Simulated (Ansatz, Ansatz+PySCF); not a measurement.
```yaml
atoms:
  - { symbol: C, position_ang: [1.8420, -0.0300, 0.0000] }
  - { symbol: C, position_ang: [1.2813, 1.3237, 0.0000] }
  - { symbol: C, position_ang: [0.0300, 1.8420, 0.0000] }
  - { symbol: C, position_ang: [-1.3237, 1.2813, 0.0000] }
  - { symbol: C, position_ang: [-1.8420, 0.0300, 0.0000] }
  - { symbol: C, position_ang: [-1.2813, -1.3237, 0.0000] }
  - { symbol: C, position_ang: [-0.0300, -1.8420, 0.0000] }
  - { symbol: C, position_ang: [1.3237, -1.2813, 0.0000] }
  - { symbol: H, position_ang: [2.9270, -0.0300, 0.0000] }
  - { symbol: H, position_ang: [2.0485, 2.0909, 0.0000] }
  - { symbol: H, position_ang: [0.0300, 2.9270, 0.0000] }
  - { symbol: H, position_ang: [-2.0909, 2.0485, 0.0000] }
  - { symbol: H, position_ang: [-2.9270, 0.0300, 0.0000] }
  - { symbol: H, position_ang: [-2.0485, -2.0909, 0.0000] }
  - { symbol: H, position_ang: [-0.0300, -2.9270, 0.0000] }
  - { symbol: H, position_ang: [2.0909, -2.0485, 0.0000] }
```

Basis set: def2-SVP (spherical functions). Charge 0, multiplicity 1.

Computed with Ansatz (development build ahead of 0.2.0); each method stands on the lowest determinant of its kind that the runs found. Restricted functionals stand beside restricted open-shell atoms, which can lie above the unrestricted atoms usual in DFT and then raise those values.

The atomization energy at this shape (free ground-state atoms in the same class of orbitals less the molecule, no zero-point energy) of singlet C8H8:

| method | atomization energy |
| --- | --- |
| ωB97X (restricted) | 1792.80 kcal/mol |
| PBE0 (restricted) | 1816.57 kcal/mol |
| UHF | 1358.83 kcal/mol |
| RHF | 1352.08 kcal/mol |

**Question.** What does PBE0 (unrestricted) give?

**Answer.** 1810.14 kcal/mol. Caution for PBE0 (unrestricted): the unrestricted determinant is spin contaminated. Caution for UHF: the unrestricted determinant is a mixture of spin states. Caution for RHF: an unrestricted determinant lies well below.

The shape needn't be a minimum at these levels.
